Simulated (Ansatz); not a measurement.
Isolated molecules relaxed with PBE0-D4/def2-TZVP in Ansatz; ΔE leaves out vibrations. CCSD(T)/CBS adds triple-zeta CCSD(T) − MP2 to the extrapolated MP2 energy (def2 sets, frozen cores). This one scheme is used for every species. DFT in def2-TZVPP. Each species was taken in one conformer, which may not be the lowest.

`CO[SiH2]O[SiH3]` → disiloxane + `C=O`  (β-hydride elimination)

(1) Is it downhill or uphill in electronic energy at CCSD(T)/CBS, and by how much? (An estimate is asked.)

(2) What do these levels give: ωB97X-V, B2PLYP, r2SCANh, BHLYP, HF/def2-TZVPP, MP2/CBS(def2)? (An estimate is asked.)

Largest T1 diagnostic among the species: 0.015.

Answers

(1) Computed: Uphill: ΔE = +52.9 kcal/mol.

(2) Computed: ωB97X-V 53.0, B2PLYP 49.9, r2SCANh 54.2, BHLYP 52.2, HF/def2-TZVPP 47.6, MP2/CBS(def2) 55.2 kcal/mol.

In def2-TZVPP, CCSD(T) changes the Hartree–Fock value by +3.6 kcal/mol (the triples alone add −0.2 kcal/mol) and MP2 by +5.9 kcal/mol. At CCSD(T), def2-SVP lies −8.4 kcal/mol from the extrapolated value and def2-TZVPP −1.7 kcal/mol. Leaving LDA and LC-ωPBE aside and taking each functional with its dispersion term where it has one, the values, not all of them listed here, spread over 9.0 kcal/mol, from BLYP-D4 to r2SCAN0-D4. LDA lies +12.5 kcal/mol from PBE without D4.
